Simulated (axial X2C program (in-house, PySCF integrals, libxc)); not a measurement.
## Potential curves of HfF⁺, 2c

All values were computed with an in-house all-electron X2C program for linear molecules (integrals from PySCF). Two-component (2c) means X2C with spin–orbit coupling and atomic mean-field two-electron Coulomb and Gaunt terms. Basis: Hf dyall-cv3z [13s14p9d7f4g], F dyall-av3z [7s6p3d2f] (cores contracted in-house); Gaussian nuclei, density fitting, unrestricted open shells. Masses: Hf 179.947 u, F 18.998 u.

State: Ω = 1 (⟨Sz⟩ = -0.99, ⟨Lz⟩ = 1.99 at HF). Energies in eV from the lowest point of each curve. Fits are polynomials in 1 − R0/R over 0.85 to 1.23 times the lowest point R0.

| R (Å) | MP2 | HF |
| --- | --- | --- |
| 1.5782 | 1.7789 | 1.7021 |
| 1.6507 | 0.8025 | 0.7485 |
| 1.7052 | 0.3594 | 0.3228 |
| 1.7596 | 0.1062 | 0.0877 |
| 1.8140 | 0.0000 | 0.0000 |
| 1.8775 | 0.0172 | 0.0392 |
| 1.9410 | 0.1468 | 0.1911 |
| 2.0226 | 0.4280 | 0.5007 |
| 2.1224 | 0.8817 | 0.9890 |
| 2.2675 | 1.6457 | 1.8018 |

Correlated methods: 10 electrons correlated (number of frozen shells: Hf 5 s, 4 p, 2 d, 1 f; F 1 s), 316 virtual spin orbitals or spinors in MP2.

The state is one determinant whose occupation by symmetry is held fixed; it was picked as the lowest of a PBE0 search that is not exhaustive. Other states lie close and PBE0, whose exact exchange favours high spin, may order them wrongly; the determinant shown need not be the ground state. The nearest other 2c determinant of the search, Ω = 0, lies 0.23 eV up at the distance of the search. With several unpaired electrons one determinant need not be a pure state. The outer-core s and p shells of the metal are frozen in the correlated rows, which leaves out core–valence correlation; for alkali and alkaline-earth bonds that tends to lengthen them. With the outer-core shells frozen, correlated bond lengths of heavy atoms tend to come out a few hundredths of an ångström too long. MP2 and coupled cluster on one determinant become unreliable at the stretched end.

**Question.** What are Re and ωe at the MP2 level?

**Answer.** At MP2, 2c: Re = 1.837 Å, ωe ≈ 734 cm⁻¹; Be follows as 0.291 cm⁻¹.

**Question.** What are Re and ωe at the HF level?

**Answer.** At HF, 2c: Re = 1.827 Å, ωe ≈ 753 cm⁻¹; Be follows as 0.294 cm⁻¹.
